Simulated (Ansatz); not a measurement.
CH3BeClSi: structure from calculated spectroscopic constants

These gas-phase data were calculated for one isomer of CH3BeClSi at B3LYP/6-31G* (harmonic, unscaled wavenumbers; equilibrium rotational constants with average atomic masses):

```
rotational constants            : 22.16, 1.338, 1.262 GHz
all wavenumbers above 1500 cm⁻¹ : 3241, 3158, 2238
dipole moment                   : 0.44 D (PBE0/def2-TZVPD)
```

Candidates:

(1) `[SiH2]=[CH][Be][Cl]`, a singlet
(2) `C=[SiH][Be][Cl]`, a singlet

Q: Which candidate do the data belong to?

A: Candidate (2). 1 mode lies between 2000 and 2380 cm⁻¹, one for each Si–H bond, while (1) has 2.

The same quantities for all candidates:

```tsv
	rotational constants (GHz)	wavenumbers above 1500 cm⁻¹	dipole (D)	E above the lowest, B3LYP/6-31G* (kcal/mol)
(1)	25.3, 1.367, 1.297	3147, 2295, 2266	2.53	0.0
(2)	22.16, 1.338, 1.262	3241, 3158, 2238	0.44	6.6
```

Each candidate is one conformer. Programs: Ansatz 0.2.0.
